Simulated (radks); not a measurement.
Excited configurations of Rh3+: one electron is placed in a higher orbital outside [Kr] 4d5. The ground configuration is [Kr] 4d6. All-electron calculation, scalar-relativistic Kohn-Sham, r2SCAN, spin-polarised, spherical densities, finite nucleus; open shells are filled with parallel spins first (spin-orbit coupling, left out, can overturn this in heavy ions); meta-GGA in the generalised Kohn-Sham scheme; Fermi nuclear charge, rms radius 4.4945 fm. Program: a radial shooting solver on a logarithmic mesh with Libxc functionals. Excitation = E - E(ground); binding = E(ion) - E, where the ion is the core of charge +4; n* = 4/sqrt(2 binding) in atomic units, and the quantum defect is n - n*.

outer orbital	excitation (eV)	binding (eV)	eigenvalue (eV)	<r> (bohr)
4f	28.458	15.260	-12.402	3.505
5s	7.022	36.697	-32.809	2.356
5p	14.986	28.733	-25.338	2.742
5d	24.933	18.785	-16.302	3.738
5f	33.496	10.223	-8.742	6.353
6s	25.548	18.171	-16.358	4.636
6d	32.530	11.189	-9.901	6.713
6f	36.622	7.097	-6.219	10.02
7s	32.770	10.948	-9.893	7.605
7p	34.133	9.586	-8.630	8.467
7d	36.255	7.463	-6.666	10.40
7f	38.550	5.169	-4.589	14.45

The Delta-SCF ionisation energy is 43.719 eV (NIST Atomic Spectra Database: 42 eV, theoretical). Self-interaction in the functional shifts the binding energies and quantum defects, so they are the method's values and not measured ones. Open shells are spherical and high-spin; term and fine-structure splittings are not resolved.
